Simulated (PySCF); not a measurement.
BrClGe, neutral, multiplicity 1. Atoms are numbered in the order given.

```xyz
3

Ge     0.8056     0.5947     0.0000
Cl    -0.9147     1.9748     0.0000
Br    -0.2923    -1.5029     0.0000
```
Charge 0, spin multiplicity 1.

Geometry optimised at PBE-D3(BJ)/def2-TZVP.

These are r2SCAN/def2-TZVPD run with PySCF values and carry that method's errors.

Symmetry labels are those of the subgroup Cs that the program uses (full group Cs).

Computed valence orbital energies around the gap with their symmetry:
```tsv
orbital	symmetry	energy (eV)
HOMO−7	A'	-20.06
HOMO−6	A'	-13.37
HOMO−5	A'	-9.83
HOMO−4	A'	-8.89
HOMO−3	A"	-8.85
HOMO−2	A"	-7.97
HOMO−1	A'	-7.64
HOMO	A'	-7.22
LUMO	A"	-3.94
LUMO+1	A'	-1.37
LUMO+2	A'	-1.07
LUMO+3	A'	0.70
```
